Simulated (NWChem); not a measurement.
Molecule: CH4BF; SMILES B(F)C

```xyz
7

B     -0.4892    -0.1511    -0.0008
H     -1.6941    -0.2987     0.0019
F      0.2313    -1.2643     0.0002
C      0.2014     1.2452    -0.0016
H     -0.1166     1.8084     0.8932
H     -0.1590     1.8370    -0.8604
H      1.2994     1.2010    -0.0266
```
Atoms are numbered in this order, from 1.

All runs: NWChem. The geometry was optimised at PBE0/def2-SVP. Level: PBE0/aug-cc-pVDZ; rows give the wavelength of the field.

| field | isotropic polarisability (bohr³) | anisotropy (bohr³) |
|---|---|---|
| static | 29.2 | 6.5 |
| 1065 nm | 29.4 | 6.6 |
| 589 nm | 29.9 | 6.8 |
| 400 nm | (withheld) | 7.1 |

Some entries are withheld; supply them.


- 400 nm, isotropic polarisability (bohr³): 30.7
